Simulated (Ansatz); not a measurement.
The same path of C$_{2}$H$_{4}$OZn (8 atoms, charge 0, multiplicity 1) was run twice with different band settings. The coordinate that changes most is the dihedral H5–C1–C2–O3.

Method: Ansatz, RHF/def2-SVP.

Relaxed end points:

```xyz
8
Properties=species:S:1:pos:R:3
C -0.198 1.373 0.211
C 0.008 -0.091 -0.048
O 0.365 -0.547 -1.079
Zn 0.875 -5.233 -0.823
H 0.019 1.951 -0.685
H -1.229 1.548 0.527
H 0.450 1.696 1.029
H -0.198 -0.754 0.813
```

```xyz
8
Properties=species:S:1:pos:R:3
C -0.117 1.376 0.291
C 0.093 -0.087 0.031
O 1.124 -0.651 0.158
Zn 0.352 -5.266 -1.289
H -0.488 1.861 -0.615
H -0.879 1.506 1.063
H 0.814 1.842 0.607
H -0.807 -0.639 -0.301
```

Common settings: movable images 5; climbing image yes; spring 5.0 eV/Å²; start path IDPP; force threshold 0.03 eV/Å; iteration limit 60; end points relaxed.

| run | optimiser | largest step |
| --- | --- | --- |
| 1 | quadratic models (default) | default |
| 2 | lbfgs | 0.02 Å |

Question: What does each run give, and how far can it be trusted?

Answer: Run 1: converged after 6 iterations, highest image 0.050 eV above the first end. A vibrational analysis at the climbing image gives one clearly imaginary mode, 177i cm⁻¹, and a faint second one (13i cm⁻¹) that may be numerical noise or a soft torsion: probably a first-order saddle point.
Run 2: converged after 18 iterations, highest image 0.051 eV above the first end. Another band between the same ends (5 images) ends at a top of the same energy, where a vibrational analysis finds 1 clearly imaginary mode.
